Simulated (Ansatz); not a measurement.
[MnF6]2- (MnF₆²⁻). Total charge -2; doublet. Geometry PBE-D4/def2-SVPD; atoms count from 1.

```csv
atom,x (Å),y (Å),z (Å)
Mn1,0.000,0.000,0.000
F2,0.392,-1.262,-1.303
F3,-0.392,1.262,1.303
F4,-0.888,1.029,-1.264
F5,0.888,-1.029,1.264
F6,1.583,0.890,-0.386
F7,-1.583,-0.890,0.386
```

A multiply charged anion in the gas phase is held together partly by the finite basis. The charge -2 doublet is spin-contaminated (final ⟨S²⟩ up to 1.76, 0.75 for a pure state). The highest occupied level of the charge -2 doublet lies above zero (up to 0.47 eV). The electron is either unbound and held by the finite basis, or the level is raised by self-interaction error. At PBE0-D4/def2-TZVPD a quartet of charge -2 lies 1.22 eV below the doublet, each at its own geometry.

(1) Estimate the Mulliken populations from the PBE0/def2-TZVPD orbitals of Ansatz.

(2) Where does the spin sit?

(3) And the Mayer bond orders between heavy atoms (over 0.3)?

Results:

(1) 
| atom | charge (e) | spin (α − β) | d electrons |
| --- | --- | --- | --- |
| Mn1 | 1.20 | 1.04 | 4.82 |
| F2 | -0.54 | 0.05 | – |
| F3 | -0.54 | 0.05 | – |
| F4 | -0.53 | -0.03 | – |
| F5 | -0.53 | -0.03 | – |
| F6 | -0.53 | -0.03 | – |
| F7 | -0.53 | -0.03 | – |
Mulliken values depend strongly on the basis. With diffuse functions, as here, like atoms can get unlike values, and bond orders can come out too low or too high.

(2) Summed by element: Mn 1.04, F -0.04, of 1 unpaired in all. Largest on single atoms: Mn1 1.04, F2 0.05, F3 0.05.

(3) Mn1–F2 0.65 (1.86 Å); Mn1–F3 0.65 (1.86 Å); Mn1–F4 0.65 (1.86 Å); Mn1–F5 0.65 (1.86 Å); Mn1–F6 0.65 (1.86 Å); Mn1–F7 0.65 (1.86 Å).
